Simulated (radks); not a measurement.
Spherical quantum dot in the effective-mass picture: electrons in a well V = -V0 / (1 + exp((r - R)/a)) with V0 = 10.5, R = 6.06, a = 0.33, all in effective atomic units (hartree* = m*/eps^2 hartree, bohr* = eps/m* bohr), one dielectric constant everywhere. Method: non-relativistic Kohn-Sham, PBE, spin-polarised, spherical densities; computed with a radial shooting solver with Libxc functionals. Levels are named by radial order and angular momentum (1s, 1p, 1d, 2s, ...), and open shells are averaged over m.

N = 16, configuration 1s2 1p6 1d(up 5, down 3). This is the lowest configuration that the search found. Occupied and some empty levels:

| level | occupation | eigenvalue (hartree*) | <r> (bohr*) |
|---|---|---|---|
| 1s up | 1 | -6.8518 | 3.899 |
| 1s down | 1 | -6.8349 | 3.887 |
| 1p up | 3 | -6.7744 | 4.029 |
| 1p down | 3 | -6.7568 | 4.022 |
| 1d up | 5 | -6.6380 | 4.156 |
| 1d down | 3 | -6.6198 | 4.152 |
| 1f up | 0 | -6.4511 | 4.271 |
| 1f down | 0 | -6.4324 | 4.268 |
| 2s up | 0 | -6.2639 | 2.717 |
| 2s down | 0 | -6.2548 | 2.715 |
| 2p up | 0 | -6.0314 | 3.157 |
| 2p down | 0 | -6.0205 | 3.153 |

Energy (hartree*): total -134.950, kinetic 5.8128, external -165.33, Hartree 28.905, exchange-correlation -4.3399.

Electron density:

| r (bohr*) | n(r) (e/bohr*^3) |
|---|---|
| 0.166 | 0.0009626 |
| 0.791 | 0.001573 |
| 1.42 | 0.003614 |
| 2.04 | 0.008565 |
| 2.67 | 0.01805 |
| 3.29 | 0.03100 |
| 3.92 | 0.03936 |
| 4.54 | 0.03065 |
| 5.17 | 0.009944 |
| 5.79 | 0.0007889 |
| 6.42 | 0.00001111 |
| 7.04 | 6.112e-08 |
